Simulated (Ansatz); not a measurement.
Reactions of C4H7NO (`COCCC#N`).

Calculated with Ansatz (gas phase, PBE0-D4/def2-TZVP geometries, no zero-point term in ΔE). CBS: MP2 limit from def2 TZ/QZ plus the TZ coupled-cluster correction, frozen cores. This one scheme is used for every species, atoms too. Functionals use def2-TZVPP. B3LYP here is the variant with VWN-RPA as its local correlation; programs differ in this. No spin–orbit coupling; open shells (•) take unrestricted orbitals. Spin–orbit coupling would lower the free atoms: a little for C, O. def2 core potentials past Kr. For Sb outer-core shells are correlated without core-valence functions, so the limit isn't a true one: a few kJ/mol of doubt a bond, and 10 to 20 or more in all where bonds break to atoms. Each species was taken in one conformer, which may not be the lowest.

```csv
reaction,B3LYP-D4 (kJ/mol),ωB97M-V (kJ/mol),CCSD/CBS(def2) (kJ/mol),CCSD(T)/CBS(def2) (kJ/mol)
`COCCC#N` + `OCO` → `N#COCO` + `CCOC`,61,68,76,75
`COCCC#N` → `CC1(O)C=NC1`,75,61,66,62
`COCCC#N` + `[SH][SbH2]` → `C[S][SbH2]` + `N#CCCO`,-25,-26,-29,-31
`COCCC#N` + H₂ → `CCC#N` + CH₃OH,-93,-94,-102,-97
`COCCC#N` + H₂O → `N#CCCO` + CH₃OH,13,12,13,15
`COCCC#N` + `[SiH3]S` → `COCS[SiH3]` + acetonitrile,-11,-6,-2,-6
`COCCC#N` → `CCN=C=CO`,87,100,110,105
`COCCC#N` → `[CH2]` (triplet) + `N#CCCO`,389,395,379,390
`COCCC#N` → `C/C=N/C(C)=O`,-73,-66,-54,-58
`COCCC#N` → 4 C• + 7 H• + N• + O•,5408,5418,5298,5391
```

Largest T1 diagnostic: 0.015, for `C/C=N/C(C)=O`.
